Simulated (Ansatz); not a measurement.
System: HgI₂, charge -1, multiplicity 2. SMILES of the parent species: [I][Hg][I]

Atoms: Hg1, I2, I3. Bonds: Hg1-I2, Hg1-I3.

Bond lengths (Å) and angles (degrees) optimised at HF/LANL2DZ with Ansatz (an electronic-structure program); PBE/LANL2DZ with Ansatz; B3LYP/LANL2DZ with Ansatz, each started from the B3LYP-D3(BJ)/def2-TZVP structure (Ansatz) of the last column. A row stands for all coordinates that are equal there. No wavenumbers were computed at PBE/LANL2DZ, so these may be saddle points.

```csv
coordinate,HF/LANL2DZ,PBE/LANL2DZ,B3LYP/LANL2DZ,B3LYP-D3(BJ)/def2-TZVP
Hg1-I2,3.099,3.178,3.182,3.039
I2-Hg1-I3,180.0,180.0,180.0,180.0
```

Mean signed difference of all 2 bond lengths from B3LYP-D3(BJ)/def2-TZVP: HF/LANL2DZ 0.059 Å, PBE/LANL2DZ 0.139 Å, B3LYP/LANL2DZ 0.143 Å.
